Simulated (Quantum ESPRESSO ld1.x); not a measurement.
Results of a calculation; reference values are marked as such.
Coulomb parameter of the 3d shell of neutral manganese in the model configuration [Ar] 3d4 4s2 4p1, as a second difference U = [E(n + 0.25) + E(n - 0.25) - 2 E(n)] / (0.25)^2 with all orbitals relaxed. "Bare": the charge of the atom changes with n. "Screened": the 4p shell takes up the change at fixed total charge, which measures U(3d,3d) + U(4p,4p) - 2 U(3d,4p). Level of theory: scalar-relativistic Kohn-Sham, PBE, spin-unpolarised, spherical densities, point nucleus (ld1.x of Quantum ESPRESSO 7.5).

case                     configuration  E - E(n) (eV)
start                 [Ar] 3d4 4s2 4p1          0.000
bare +0.25         [Ar] 3d4.25 4s2 4p1         -2.859
bare -0.25         [Ar] 3d3.75 4s2 4p1          3.662
screened +0.25  [Ar] 3d4.25 4s2 4p0.75         -2.425
screened -0.25  [Ar] 3d3.75 4s2 4p1.25          2.766

U(bare) = 12.848 eV, U(screened by 4p) = 5.450 eV, against the Slater integral F0(3d,3d) = 22.988 eV with frozen orbitals. The step up makes a negative ion, whose loosely bound charge lowers the bare value.
